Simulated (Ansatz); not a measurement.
Reaction (isomerisation): `CN[SiH](C)F` → `CC(F)[SiH2]N`

Gas-phase electronic energies from Ansatz, PBE0-D4/def2-TZVP geometries. CCSD(T)/CBS adds triple-zeta CCSD(T) − MP2 to the extrapolated MP2 energy (def2 sets, frozen cores). Functionals use def2-TZVPP. B3LYP here is the variant with VWN-RPA as its local correlation; programs differ in this. One conformer a species, not always the lowest.

(1) Is it downhill or uphill in electronic energy at CCSD(T)/CBS, and by how much? (An estimate is asked.)

(2) What do these levels give: PBE0-D4, PBE, PBE0, B3LYP, CCSD/def2-TZVPP, MP2/CBS(def2)? (Best estimate.)

Largest T1 diagnostic among the species: 0.011.

Answers

(1) The calculation gave: Uphill: ΔE = +54.3 kcal/mol.

(2) Computed: PBE0-D4 52.2, PBE 50.4, PBE0 52.1, B3LYP 52.7, CCSD/def2-TZVPP 54.1, MP2/CBS(def2) 56.5 kcal/mol.

From PBE to PBE0 (25 % exact exchange), in def2-TZVPP and without D4, ΔE moves by +1.7 kcal/mol.
